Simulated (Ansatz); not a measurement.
Molecule: HTe, net charge 0, doublet state. 
Coordinates optimised at B3LYP-D3(BJ)/def2-TZVP (Ansatz, a program for electronic structure):
SMILES: [TeH]
```xyz
2

Te     0.0000     0.0000    -0.0314
H      0.0000     0.0000     1.6331
```
Charge 0, spin multiplicity 2.

Wanted: vertical ionisation energy (to the triplet state of charge +1; each state is the SCF solution reached for its spin), in eV. Valence correlation only, unless marked. UHF or UKS for open shells. Spin-orbit coupling is left out. The frozen core is the preceding noble-gas configuration, with the filled d and f shells of earlier blocks. In def2 rows, elements after Kr have scalar-relativistic effective core potentials. CBS(X,Y): correlation extrapolated as X^-3; Hartree-Fock from the larger set.

```
level                                 program  vertical ionisation energy (eV)
------------------------------------  -------  -------------------------------
PBE/def2-TZVPD                         Ansatz                             8.84
r2SCAN/def2-TZVPD                      Ansatz                             8.83
B3LYP/def2-TZVPD                       Ansatz                                ?
PBE0/def2-TZVPD                        Ansatz                             8.85
BHLYP/def2-TZVPD                       Ansatz                                ?
CAM-B3LYP/def2-TZVPD                   Ansatz                                ?
wB97M-V/def2-TZVPD                     Ansatz                             8.86
wB97X-V/def2-TZVPD                     Ansatz                             8.96
CCSD/def2-SVPD                         Ansatz                             8.44
CCSD/def2-TZVPPD                       Ansatz                                ?
CCSD(T)/CBS(def2-TZVPPD,def2-QZVPPD)   Ansatz                             8.91
```

Question: Fill in the missing entries.

Answer: 
- B3LYP/def2-TZVPD, vertical ionisation energy (eV): 8.97
- BHLYP/def2-TZVPD, vertical ionisation energy (eV): 8.82
- CAM-B3LYP/def2-TZVPD, vertical ionisation energy (eV): 8.98
- CCSD/def2-TZVPPD, vertical ionisation energy (eV): 8.65
